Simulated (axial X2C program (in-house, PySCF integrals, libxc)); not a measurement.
## Which functional? An output for PtH⁺

An SCF output computed with an in-house all-electron X2C program for linear molecules (integrals from PySCF) for PtH⁺ at 1.534 Å, two-component, state Ω = 3, Pt dyall-cv3z [13s14p9d6f4g], H dyall-v3z [6s2p1d] (cores contracted in-house), without its first line:

```
basis functions 195  fitting functions 954  grid points 5069
iter        total energy     max residual
   1     -18412.095214888     1.10e+00
   2     -18412.130551755     1.63e-02
   3     -18412.131854837     7.39e-02
   4     -18412.132754109     1.55e-02
   5     -18412.132923298     4.68e-03
   6     -18412.133023653     9.38e-03
   7     -18412.133059330     3.58e-03
   8     -18412.133083527     1.48e-03
   9     -18412.133093561     2.29e-03
  10     -18412.133096517     8.67e-04
  11     -18412.133097054     6.20e-05
  12     -18412.133097120     9.67e-05
  13     -18412.133097129     3.79e-05
  14     -18412.133097131     3.78e-06
  15     -18412.133097131     8.87e-06
  16     -18412.133097131     3.22e-06
  17     -18412.133097131     9.00e-07
converged
one-electron -25260.18394397  Coulomb 7193.93079045  exact exchange -355.89636228  xc functional 0.00000000  nuclear repulsion 26.90731581  atomic mean-field constant -16.89089714
```

Which level of theory produced it?
A. PBE0
B. BLYP
C. HF

C. The exact-exchange term against the functional term shows a share of 1 of exact exchange.
